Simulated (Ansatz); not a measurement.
`B[O][GeH2][CH3]` + `N[SiH](S)Cl` → `CN[SiH](S)Cl` + `B[O][GeH3]`  (substitution at a C–Ge bond)

Gas-phase electronic energies from Ansatz, PBE0-D4/def2-TZVP geometries. CBS: MP2 limit from def2 TZ/QZ plus the TZ coupled-cluster correction, frozen cores. DFT in def2-TZVPP. For Ge outer-core shells are correlated without core-valence functions, which leaves a few kJ/mol of doubt a bond. Scalar relativity is left out up to krypton. Each species was taken in one conformer, which may not be the lowest.

`B[O][GeH2][CH3]`:

```xyz
11

B    -0.801   -0.112    1.875
O    -0.698    0.929    1.043
Ge    0.027    0.970   -0.609
C     0.689   -0.782   -1.118
H    -0.385   -1.205    1.571
H    -1.323    0.069    2.943
H    -1.111    1.460   -1.518
H     1.145    2.020   -0.514
H     1.118   -0.721   -2.121
H    -0.121   -1.511   -1.127
H     1.460   -1.119   -0.426
```

`N[SiH](S)Cl`:

```xyz
8

N     0.804    0.648    0.974
Si    0.114   -0.043   -0.410
S    -0.907   -1.776    0.271
Cl   -1.247    1.130   -1.437
H     1.586    1.279    0.898
H     0.257    0.818    1.802
H     1.202   -0.297   -1.376
H    -1.810   -1.758   -0.723
```

`CN[SiH](S)Cl`:

Z-matrix (Å, degrees):
```
C
N 1 1.450
H 1 1.093 2 110.9
H 1 1.095 2 112.6 3 121.8
H 1 1.091 2 109.4 3 -118.4
Si 2 1.691 1 126.2 3 142.8
H 2 1.008 1 114.1 3 -57.6
Cl 6 2.072 2 115.4 1 63.8
S 6 2.127 2 107.2 1 -55.2
H 6 1.477 2 107.0 1 -178.7
H 9 1.343 6 94.5 2 150.3
```

`B[O][GeH3]`:

Cartesian coordinates in Å:
```
B -0.908 1.137 0.601
O -0.725 0.240 -0.378
Ge 0.658 -0.899 -0.532
H -0.107 1.247 1.498
H -1.892 1.824 0.556
H 1.318 -0.580 -1.878
H 0.049 -2.305 -0.521
H 1.606 -0.664 0.653
```

```tsv
level	ΔE (eV)
PBE-D4	0.74
r2SCAN-D4	0.79
ωB97X-V	0.73
HF/CBS(def2)	0.70
```

Problem. What does CCSD(T)/CBS give? (An estimate is asked.)

Solution. The calculation gave: +0.80 eV. The listed levels differ from it by -0.06, -0.01, -0.07, -0.10 eV.

Largest T1 diagnostic among the species: 0.013.

In def2-TZVPP, CCSD(T) changes the Hartree–Fock value by +0.07 eV (the triples alone add +0.00 eV) and MP2 by +0.11 eV.
